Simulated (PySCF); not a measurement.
PySCF job for H₈NSi₂, SMILES [SiH3][NH2+][SiH3], charge +1, PBE0/pcSseg-1. Geometry: PBE0-D3(BJ)/def2-SVP. The isomer is the one that the SMILES or the coordinates give; other isomers of the formula were not compared.

```python
import numpy as np
from pyscf import gto, scf, dft
from pyscf.prop.nmr import rks as nmr

mol = gto.M(
    atom='''
    Si    1.61247844    0.00000373   -0.20999715
    N     0.00000000   -0.00000000    0.77721638
    Si   -1.61247844   -0.00000373   -0.20999715
    H     2.67248622   -0.01199495    0.82331596
    H     1.52425367    1.25105304   -0.99680823
    H     1.51355010   -1.23890131   -1.01461050
    H    -0.00023252   -0.81364700    1.40780549
    H     0.00023253    0.81364702    1.40780548
    H    -1.51355010    1.23890130   -1.01461051
    H    -1.52425366   -1.25105305   -0.99680821
    H    -2.67248621    0.01199496    0.82331597
    ''',
    basis='pcSseg-1',
    charge=1,
    spin=0,
    max_memory=1600,
    verbose=3,
)
mf = dft.RKS(mol, xc='pbe0')
mf.grids.level = 3
mf.conv_tol = 1e-10
mf.max_cycle = 100
mf.kernel()
n = nmr.NMR(mf)
n.verbose = 2
n.max_cycle_cphf = 60
sigma = n.kernel()
print('atom   isotropic/ppm   span/ppm')
for i, s in enumerate(sigma):
    w = np.linalg.eigvalsh((s + s.T) / 2)
    print(f'{mol.atom_symbol(i):2s}{i + 1:3d} {w.mean():14.3f} {w[2] - w[0]:11.3f}')
```

It prints:

```
converged SCF energy = -637.969163227474
atom   isotropic/ppm   span/ppm
Si  1        370.573      83.831
N   2        243.704      33.712
Si  3        370.573      83.831
H   4         25.982       8.915
H   5         26.170       8.017
H   6         26.172       8.010
H   7         29.003      18.381
H   8         29.003      18.381
H   9         26.172       8.010
H  10         26.170       8.017
H  11         25.982       8.915
```

Self-consistency was reached.

Cost: very roughly 9 core-seconds.
